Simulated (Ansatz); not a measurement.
`C[CH](C)[Sn][OH]` + HCl → `C[CH](C)[Sn][Cl]` + H₂O at 400 K and 1 bar (ligand exchange at the Sn–O bond).

Gas-phase electronic energies from Ansatz, PBE0-D4/def2-TZVP geometries. CCSD(T)/CBS adds triple-zeta CCSD(T) − MP2 to the extrapolated MP2 energy (def2 sets, frozen cores). This one scheme is used for every species. Elements past krypton have def2 core potentials. For Sn outer-core shells are correlated without core-valence functions, which leaves a few kJ/mol of doubt a bond. One conformer a species, not always the lowest.

| species | CCSD(T)/CBS energy (Eh) | H − E (kJ/mol) | S (J/(mol·K)) |
| --- | --- | --- | --- |
| `C[CH](C)[Sn][OH]` | -408.19675 | 312.9 | 416.9 |
| HCl | -460.38127 | 29.6 | 195.4 |
| `C[CH](C)[Sn][Cl]` | -792.22854 | 280.4 | 416.9 |
| H₂O | -76.37941 | 69.8 | 198.6 |

H − E and S are ideal-gas, rigid-rotor, harmonic terms from PBE0-D4/def2-TZVP, for one conformer and one mirror image of each species. 1 Eh = 2625.50 kJ/mol, R = 8.31446 J/(mol·K).

Task: By hand: ΔE, ΔH, ΔS and ΔG.

Result: ΔE = (-792.22854) + (-76.37941) − (-408.19675) − (-460.38127) = -0.02993 Eh = -78.6 kJ/mol. Δ(H − E) = 280.4 + 69.8 − 312.9 − 29.6 = 7.7, so ΔH = -70.9 kJ/mol. ΔS = 416.9 + 198.6 − 416.9 − 195.4 = 3.2 J/(mol·K). ΔG = -70.9 − 400 × (3.2)/1000 = -72.2 kJ/mol.

Task: By hand: the equilibrium constant, and the temperature at which ΔG would vanish if ΔH and ΔS stayed fixed.

Result: log₁₀ K = −ΔG/(RT ln 10) = 9.4. ΔH and −TΔS have one sign here, so there is no such temperature. One of them is within its doubt of zero, so this could turn.

The number of gas molecules stays the same, so ΔS is small and ΔH decides. A doubt of 5 kJ/mol in ΔE shifts log₁₀ K by 0.7 here. Other conformers and mirror images would add mixing entropy, several J/(mol·K) or more a flexible species. Modes under 60 cm⁻¹, often nearly free rotors, make the harmonic entropy too high. These are equilibria of isolated gas molecules and say nothing of rates. Largest T1 diagnostic: 0.015 (customary marks: 0.02 for closed shells, 0.045 for open ones).
